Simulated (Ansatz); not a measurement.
## Nudged elastic band run: CH₅AlBN

Input file:

```yaml
crystal:
  periodic: [false, false, false]
  atoms:
    - { symbol: B, position_ang: [-0.929394, 1.767983, -1.334885] }
    - { symbol: Al, position_ang: [-0.1036, 0.2145, -0.176925] }
    - { symbol: C, position_ang: [0.967552, -1.273983, 0.450394] }
    - { symbol: "N", position_ang: [-0.096543, -0.682821, 1.298426] }
    - { symbol: H, position_ang: [-1.842571, 1.577668, -2.08834] }
    - { symbol: H, position_ang: [-0.491507, 2.883708, -1.299952] }
    - { symbol: H, position_ang: [0.799984, -2.304828, 0.119111] }
    - { symbol: H, position_ang: [1.993951, -1.152702, 0.814068] }
    - { symbol: H, position_ang: [-0.297872, -1.029525, 2.218093] }
basis:
  gaussian: { orbitals: def2-SVP }
hamiltonian:
  xc: { name: BHLYP }
neb:
  order_check: false
  images: 9
  f_tol: 0.05
  max_iterations: 60
  final_atoms:
    - { symbol: B, position_ang: [-0.92903142, 1.76777273, -1.33504936] }
    - { symbol: Al, position_ang: [-0.10183898, 0.21507933, -0.17748168] }
    - { symbol: C, position_ang: [0.96949034, -1.27264408, 0.45180627] }
    - { symbol: "N", position_ang: [-0.09742596, -0.68331986, 1.29729334] }
    - { symbol: H, position_ang: [-0.50191837, 2.88727239, -1.28979826] }
    - { symbol: H, position_ang: [-1.83381922, 1.57390514, -2.0976091] }
    - { symbol: H, position_ang: [0.80389367, -2.30325003, 0.11850573] }
    - { symbol: H, position_ang: [1.99482706, -1.150241, 0.8182086] }
    - { symbol: H, position_ang: [-0.30417712, -1.03457462, 2.21411447] }
  initial_path:
    images:
      - { positions_ang: [[-0.929394, 1.767983, -1.334885], [-0.1036, 0.2145, -0.176925], [0.967552, -1.273983, 0.450394], [-0.096543, -0.682821, 1.298426], [-1.842571, 1.577668, -2.08834], [-0.491507, 2.883708, -1.299952], [0.799984, -2.304828, 0.119111], [1.993951, -1.152702, 0.814068], [-0.297872, -1.029525, 2.218093]] }
      - { positions_ang: [[-0.9232928, 1.76649408, -1.34014751], [-0.12421821, 0.22582055, -0.16462284], [0.96661225, -1.26000128, 0.43786027], [-0.10768501, -0.68778595, 1.30921025], [-1.8459063, 1.58331623, -2.07529554], [-0.47196541, 2.87145583, -1.32546262], [0.80491944, -2.29515486, 0.11959077], [1.98649009, -1.14132019, 0.8175595], [-0.28495404, -1.0628244, 2.22129773]] }
      - { positions_ang: [[-0.9171916, 1.76500515, -1.34541002], [-0.14483643, 0.23714109, -0.15232067], [0.9656725, -1.24601957, 0.42532654], [-0.11882703, -0.69275091, 1.31999449], [-1.84924161, 1.58896446, -2.06225109], [-0.45242381, 2.85920366, -1.35097324], [0.80985487, -2.28548172, 0.12007053], [1.97902918, -1.12993838, 0.821051], [-0.27203609, -1.0961238, 2.22450246]] }
      - { positions_ang: [[-0.91109039, 1.76351623, -1.35067253], [-0.16545464, 0.24846164, -0.14001851], [0.96473276, -1.23203785, 0.41279281], [-0.12996904, -0.69771586, 1.33077874], [-1.85257691, 1.5946127, -2.04920663], [-0.43288222, 2.84695149, -1.37648386], [0.81479031, -2.27580858, 0.1205503], [1.97156827, -1.11855656, 0.82454249], [-0.25911813, -1.1294232, 2.22770718]] }
      - { positions_ang: [[-0.90498919, 1.76202731, -1.35593505], [-0.18607285, 0.25978218, -0.12771634], [0.96379301, -1.21805614, 0.40025908], [-0.14111105, -0.70268081, 1.34156299], [-1.85591222, 1.60026093, -2.03616217], [-0.41334062, 2.83469932, -1.40199447], [0.81972575, -2.26613544, 0.12103007], [1.96410735, -1.10717475, 0.82803399], [-0.24620017, -1.1627226, 2.23091191]] }
      - { positions_ang: [[-0.89888799, 1.76053839, -1.36119756], [-0.20669107, 0.27110273, -0.11541418], [0.96285326, -1.20407442, 0.38772535], [-0.15225307, -0.70764577, 1.35234723], [-1.85924752, 1.60590916, -2.02311772], [-0.39379903, 2.82244715, -1.42750509], [0.82466118, -2.2564623, 0.12150984], [1.95664644, -1.09579294, 0.83152549], [-0.23328222, -1.19602199, 2.23411664]] }
      - { positions_ang: [[-0.90491667, 1.76198525, -1.35596792], [-0.18572065, 0.25989805, -0.12782768], [0.96418068, -1.21778835, 0.40054153], [-0.14128765, -0.70278059, 1.34133645], [-1.58778169, 1.86218181, -1.87645382], [-0.68180307, 2.57273875, -1.5615259], [0.82050768, -2.26581985, 0.12090901], [1.96428257, -1.10668255, 0.82886211], [-0.2474612, -1.16373252, 2.2301162]] }
      - { positions_ang: [[-0.91094536, 1.76343212, -1.35073828], [-0.16475023, 0.24869337, -0.14024118], [0.96550809, -1.23150229, 0.41335772], [-0.13032222, -0.6979154, 1.33032568], [-1.31631586, 2.11845445, -1.72978993], [-0.9698071, 2.32303035, -1.6955467], [0.81635418, -2.2751774, 0.12030819], [1.97191869, -1.11757216, 0.82619873], [-0.26164018, -1.13144305, 2.22611577]] }
      - { positions_ang: [[-0.91697404, 1.76487899, -1.34550864], [-0.14377982, 0.23748869, -0.15265468], [0.96683551, -1.24521622, 0.4261739], [-0.1193568, -0.69305022, 1.3193149], [-1.04485003, 2.3747271, -1.58312604], [-1.25781114, 2.07332194, -1.8295675], [0.81220068, -2.28453494, 0.11970737], [1.97955481, -1.12846178, 0.82353536], [-0.27581916, -1.09915357, 2.22211533]] }
      - { positions_ang: [[-0.92300273, 1.76632586, -1.340279], [-0.1228094, 0.22628401, -0.16506818], [0.96816292, -1.25893015, 0.43899008], [-0.10839138, -0.68818504, 1.30830412], [-0.7733842, 2.63099975, -1.43646215], [-1.54581518, 1.82361354, -1.9635883], [0.80804717, -2.29389249, 0.11910655], [1.98719094, -1.13935139, 0.82087198], [-0.28999814, -1.0668641, 2.2181149]] }
      - { positions_ang: [[-0.92903142, 1.76777273, -1.33504936], [-0.10183898, 0.21507933, -0.17748168], [0.96949034, -1.27264408, 0.45180627], [-0.09742596, -0.68331986, 1.29729334], [-0.50191837, 2.88727239, -1.28979826], [-1.83381922, 1.57390514, -2.0976091], [0.80389367, -2.30325003, 0.11850573], [1.99482706, -1.150241, 0.8182086], [-0.30417712, -1.03457462, 2.21411447]] }
```

Run as:

```bash
$ ansatz run input.yaml --threads 1 --pin off --max-ram 2048MiB --backend cpu --events-out ev --progress --plain --runs-dir out
```

Output, in part (warnings, iteration lines, the closing report on the highest movable image, with atoms numbered from 0):

```
NEB end point (image 0): max|allowed force component| = 5.039e-3 eV/Å (the criterion of neb.relax_end_points is 1.000e-2)
NEB end point (image 10): max|allowed force component| = 7.979e-3 eV/Å (the criterion of neb.relax_end_points is 1.000e-2)
NEB iter   1: max|band force component| = 8.617e1 eV/Å  barrier→ = 30.9417 eV  barrier← = 30.9417 eV  Δτ_max = 0.2000 Å  (303 SCF iters)
NEB iter   2: max|band force component| = 3.024e1 eV/Å  barrier→ = 15.4237 eV  barrier← = 15.4237 eV  Δτ_max = 0.2000 Å  (306 SCF iters)
NEB iter   3: max|band force component| = 2.240e1 eV/Å  barrier→ = 9.5123 eV  barrier← = 9.5123 eV  Δτ_max = 0.1811 Å  (303 SCF iters)
NEB iter   4: max|band force component| = 1.306e1 eV/Å  barrier→ = 5.8460 eV  barrier← = 5.8459 eV  Δτ_max = 0.1835 Å  (297 SCF iters)
NEB iter   5: max|band force component| = 6.885e0 eV/Å  barrier→ = 3.7792 eV  barrier← = 3.7792 eV  Δτ_max = 0.1906 Å  (292 SCF iters)
NEB iter   6: max|band force component| = 3.699e0 eV/Å  barrier→ = 2.8592 eV  barrier← = 2.8592 eV  Δτ_max = 0.1937 Å  (291 SCF iters)
NEB iter   7: max|band force component| = 3.340e0 eV/Å  barrier→ = 2.6466 eV  barrier← = 2.6465 eV  Δτ_max = 0.1960 Å  (289 SCF iters)
NEB iter   8: max|band force component| = 4.798e0 eV/Å  barrier→ = 2.7259 eV  barrier← = 2.7259 eV  Δτ_max = 0.1022 Å  (288 SCF iters)
NEB iter   9: max|band force component| = 4.058e0 eV/Å  barrier→ = 1.8235 eV  barrier← = 1.8234 eV  Δτ_max = 0.2000 Å  (280 SCF iters)
NEB iter  10: max|band force component| = 1.798e0 eV/Å  barrier→ = 0.6886 eV  barrier← = 0.6885 eV  Δτ_max = 0.2000 Å  (270 SCF iters)
NEB iter  11: max|band force component| = 1.388e0 eV/Å  barrier→ = 0.1846 eV  barrier← = 0.1846 eV  Δτ_max = 0.1002 Å  (279 SCF iters)
NEB iter  12: max|band force component| = 3.218e-1 eV/Å  barrier→ = 0.0781 eV  barrier← = 0.0781 eV  CI = image 5  Δτ_max = 0.0278 Å  (262 SCF iters)
NEB iter  13: max|band force component| = 7.913e-2 eV/Å  barrier→ = 0.0766 eV  barrier← = 0.0766 eV  CI = image 5  Δτ_max = 0.0178 Å  (252 SCF iters)
NEB iter  14: max|band force component| = 6.765e-2 eV/Å  barrier→ = 0.0763 eV  barrier← = 0.0763 eV  CI = image 5  Δτ_max = 0.0116 Å  (230 SCF iters)
NEB iter  15: max|band force component| = 6.249e-2 eV/Å  barrier→ = 0.0768 eV  barrier← = 0.0768 eV  CI = image 5  Δτ_max = 0.0138 Å  (219 SCF iters)
NEB iter  16: max|band force component| = 3.154e-2 eV/Å  barrier→ = 0.0763 eV  barrier← = 0.0763 eV  CI = image 5  Δτ_max = 0.0000 Å  (493 SCF iters)
Total energy: -9872.58618052 eV, -362.8108502549 hartree
Atom 0 at    -0.920833     1.786515    -1.337506 Å, force    -0.000327     0.000249    -0.004440 eV/Å
Atom 1 at    -0.063770     0.212569    -0.197080 Å, force    -0.005222     0.002687     0.004355 eV/Å
Atom 2 at     1.063471    -1.182485     0.519860 Å, force    -0.000728    -0.001866     0.003799 eV/Å
Atom 3 at    -0.238650    -0.833833     1.163261 Å, force     0.004194    -0.003033    -0.002133 eV/Å
Atom 4 at    -1.978499     2.266768    -1.040841 Å, force     0.002023    -0.001549     0.001785 eV/Å
Atom 5 at    -0.377219     2.238545    -2.305308 Å, force     0.000386     0.000233     0.000355 eV/Å
Atom 6 at     1.121805    -2.188946     0.090628 Å, force     0.001308     0.000680    -0.001728 eV/Å
Atom 7 at     1.955449    -0.983926     1.124536 Å, force    -0.000206    -0.000112    -0.001528 eV/Å
Atom 8 at    -0.561755    -1.315207     1.982439 Å, force    -0.001427     0.002710    -0.000466 eV/Å
Dipole moment:    -0.159124     0.240956    -0.153633 e Å
```

It converged. A vibrational analysis at the climbing image gives one clearly imaginary mode, 155i cm⁻¹: a first-order saddle point.

Final band (atoms are numbered from 1 in the order of the input):

| image | path coordinate (Å) | energy (eV) | dihedral H5–B1–Al2–N4 (°) |
| --- | --- | --- | --- |
| 0 | 0.00 | 0.000 | -91 |
| 1 | 0.40 | 0.007 | -74 |
| 2 | 0.80 | 0.025 | -55 |
| 3 | 1.20 | 0.048 | -37 |
| 4 | 1.59 | 0.069 | -19 |
| 5 | 1.99 | 0.076 | 0 |
| 6 | 2.39 | 0.068 | 19 |
| 7 | 2.78 | 0.049 | 37 |
| 8 | 3.18 | 0.025 | 55 |
| 9 | 3.57 | 0.007 | 73 |
| 10 | 3.97 | 0.000 | 90 |

Time of the run: 7.8 min on 1 thread of Arm Neoverse V1 (shared host), peak memory 0.16 GiB.
